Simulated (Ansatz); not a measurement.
`[Cl][Al]1[CH2]C[O]1` + CH₃OH → `C[O][Al]1[CH2]C[O]1` + HCl  (ligand exchange at the Al–Cl bond)

Computed with Ansatz on PBE0-D4/def2-TZVP structures; ΔE is electronic, products minus reactants. CCSD(T)/CBS adds triple-zeta CCSD(T) − MP2 to the extrapolated MP2 energy (def2 sets, frozen cores). This one scheme is used for every species. DFT in def2-TZVPP. B3LYP here is the variant with VWN-RPA as its local correlation; programs differ in this. Each species was taken in one conformer, which may not be the lowest.

Is it downhill or uphill in electronic energy at CCSD(T)/CBS, and by how much? (Estimate.)

Ansatz gave: Uphill: ΔE = +7.4 kcal/mol.

What do these levels give: PBE-D4, PBE0-D4, ωB97X-V, ωB97M-V, B2PLYP, PBE, r2SCAN, B3LYP, SCS-MP2/def2-TZVPP, MP2/def2-QZVPP, HF/CBS(def2), MP2/CBS(def2)? (An estimate is asked.)

Computed: PBE-D4 8.1, PBE0-D4 8.4, ωB97X-V 7.3, ωB97M-V 7.4, B2PLYP 6.7, PBE 8.4, r2SCAN 8.0, B3LYP 6.8, SCS-MP2/def2-TZVPP 6.5, MP2/def2-QZVPP 7.2, HF/CBS(def2) 7.5, MP2/CBS(def2) 7.6 kcal/mol.

Largest T1 diagnostic among the species: 0.013.

In def2-TZVPP, CCSD(T) changes the Hartree–Fock value by −1.2 kcal/mol (the triples alone add +0.1 kcal/mol) and MP2 by −0.9 kcal/mol.
